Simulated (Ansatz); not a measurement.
Geometry optimisation, RKS PBE0-D4/cc-pVDZ (Ansatz).

Input file:

```yaml
crystal:
  periodic: [false, false, false]
  atoms:
    - { symbol: B, position_ang: [0.0, 0.0, 0.0] }
    - { symbol: "N", position_ang: [0.0, 0.0, 1.9] }
    - { symbol: H, position_ang: [-0.877, -0.2713, 2.43] }
    - { symbol: H, position_ang: [0.877, 0.2713, 2.43] }
    - { symbol: F, position_ang: [1.1431, 0.0, -0.66] }
    - { symbol: Cl, position_ang: [-1.6108, 0.0, -0.93] }
    - { symbol: O, position_ang: [-0.4975, 1.5446, 0.5392] }
    - { symbol: Si, position_ang: [-1.9805, 2.2544, 0.1936] }
    - { symbol: H, position_ang: [-2.8239, 1.2989, -0.5187] }
    - { symbol: H, position_ang: [-2.6349, 2.6466, 1.4384] }
    - { symbol: H, position_ang: [-1.7733, 3.4352, -0.6396] }
    - { symbol: H, position_ang: [-0.3332, 1.0344, 1.5734] }
basis:
  gaussian: { orbitals: cc-pVDZ }
hamiltonian:
  xc: pbe0
  dispersion: d4
relax:
  f_tol: 0.15
  max_steps: 25
  restrain:
    - { distance: [0, 6], at: 2.61, k: 30.0 }
    - { distance: [11, 1], at: 2.26, k: 30.0 }
    - { distance: [0, 1], at: 1.55, k: 30.0 }
    - { distance: [11, 6], at: 1.01, k: 30.0 }
output:
  orbitals: {}
```

Launched with:

```bash
$ ansatz run input.yaml --threads 4 --pin off --max-ram 5120MiB --backend cpu --events-out ev --progress --plain --runs-dir out
```

Q: Where does it end, and by what steps?

A: It converged. The restraints hold the end off the free minimum; the threshold counts their pulls, which the force column leaves out. Restrained pairs: B1–O7 (1.71 → 2.62 Å), N2–H12 (1.13 → 2.26 Å), B1–N2 (1.90 → 1.48 Å), O7–H12 (1.16 → 0.98 Å). After 9 steps the energy has fallen by 4.745 eV (the restraints' own energy left out); Cl6 moved furthest, 1.16 Å.

```tsv
step	energy less start (eV)	largest force component (eV/Å)	accepted
0	0.0000	6.359	yes
1	-0.9855	4.292	yes
2	-1.5958	3.486	yes
3	-2.7446	2.449	yes
4	-3.8042	1.427	yes
5	-4.3117	2.205	yes
6	-4.6125	2.044	yes
7	-4.6987	2.190	yes
8	-4.7411	2.218	yes
9	-4.7455	2.304	yes
```

```xyz
12
Properties=species:S:1:pos:R:3
B 0.194 -0.363 0.283
N 0.155 -0.448 1.756
H -0.555 -0.992 2.224
H 1.010 -0.317 2.285
F 1.296 0.065 -0.328
Cl -1.131 -1.023 -0.673
O -0.678 2.094 0.488
Si -2.209 2.735 0.162
H -3.142 1.724 -0.428
H -2.815 3.252 1.433
H -2.009 3.858 -0.799
H -0.627 1.629 1.353
```

Time of the run: 33 s on 4 threads of Arm Neoverse V1, on a shared host, peak memory 0.32 GiB.
